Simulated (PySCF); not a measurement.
**Magnetic susceptibility: `C1CP(C(C)=O)(=O)C1`, C₅H₉O₂P**

Cartesian coordinates in Å; atom numbers follow the order of the lines, from 1:
```xyz
17

C     2.737    0.004    0.235
C     1.377   -0.264   -0.304
O     1.100   -0.640   -1.409
P     0.032    0.064    0.972
O     0.516    0.275    2.342
C    -1.371   -1.080    0.567
C    -1.952   -0.017   -0.385
C    -1.195    1.204    0.169
H     2.879   -0.613    1.123
H     2.775    1.041    0.569
H     3.513   -0.193   -0.500
H    -1.151   -2.046    0.121
H    -1.981   -1.222    1.461
H    -3.037    0.073   -0.352
H    -1.645   -0.222   -1.409
H    -0.853    1.929   -0.566
H    -1.750    1.719    0.954
```

Computed with GIAO B97-2/pcSseg-1 magnetisability, rotational g tensor and spin-rotation constants, non-relativistic, gas phase (PySCF). Geometry: GFN2-xTB.

Task: How diamagnetic is it, and how anisotropic?

Result: Isotropic -1153 × 10⁻³⁰ J/T², or -69.4 × 10⁻⁶ cm³/mol; principal values -1322, -1188, -948 × 10⁻³⁰ J/T², anisotropy 328 × 10⁻³⁰ J/T² (root of half the summed squared differences of the principal values). The susceptibility is in cgs units.

Task: Split it along the inertial axes a, b, c into diamagnetic and paramagnetic parts about the centre of mass, with the quadrupole moment.

Result: 
| axis | χ (10⁻⁶ cm³/mol) | diamagnetic (10⁻⁶ cm³/mol) | paramagnetic (10⁻⁶ cm³/mol) | summed x² of all electrons (Å²) | quadrupole Θ (D Å) |
| --- | --- | --- | --- | --- | --- |
| a | -69.5 | -572.2 | 502.8 | 169.0 | +12.65 |
| b | -59.6 | -894.7 | 835.1 | 93.0 | -18.52 |
| c | -79.2 | -1111.3 | 1032.1 | 41.9 | +5.87 |

Anisotropies 2χaa − χbb − χcc = -0.2 and 2χbb − χaa − χcc = +29.5 × 10⁻⁶ cm³/mol. Θ is traceless in Buckingham's convention.

Task: And the rotational g tensor?

Result: 
| axis | rotational constant (GHz) | g | nuclear part | electronic part |
| --- | --- | --- | --- | --- |
| a | 2.5600 | -0.0445 | 0.5601 | -0.6046 |
| b | 1.5911 | -0.0213 | 0.6029 | -0.6242 |
| c | 1.2055 | -0.0132 | 0.5713 | -0.5845 |

Asymmetric top; isotopes 12C, 1H, 16O, 31P; no vibrational averaging.
